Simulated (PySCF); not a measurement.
Bonds: Si1-N2 1.687 Å, Si1-Cl5 2.035 Å, Si1-Cl6 2.035 Å, Si1-Cl7 2.037 Å, N2-C3 1.200 Å, C3-O4 1.162 Å.

Isolated molecule, equivalent nuclei averaged, one conformer, no relativistic terms. Structure optimised with PBE0-D3(BJ)/def2-SVP; GIAO KT2/pcSseg-1 shieldings; PySCF.

δ = σ(ref) − σ, references computed at the same level: ¹³C and ²⁹Si vs TMS; ¹⁵N vs NH3; ¹⁷O vs H2O; ³⁵Cl vs HCl.

```
      atoms  nucleus  count  δ (ppm)
         C3      ¹³C      1    113.8
         N2      ¹⁵N      1     63.7
Cl5/Cl6/Cl7     ³⁵Cl      3      192
         O4      ¹⁷O      1        ?
        Si1     ²⁹Si      1        ?
```

Task: Estimate the values marked ?.

Result: 
- Si1: -35.5 ppm, silicon bonded to 3 Cl, N
- O4: 149.0 ppm, oxygen bonded to C

Shifts are as computed. Against solution values, carbons near 30 ppm lie about +2 ppm off and those near 130 ppm about -5 ppm. Of 1211 compounds with measured shifts, 218 miss one by over three times the rms of a fit or turn the order of signals round; such compounds aren't used in these exercises. Experimental scales use liquid or dissolved standards, which lie at an offset from isolated NH3 (liquid NH3: subtract about 20 ppm) and H2O (liquid H2O: subtract about 36 ppm).
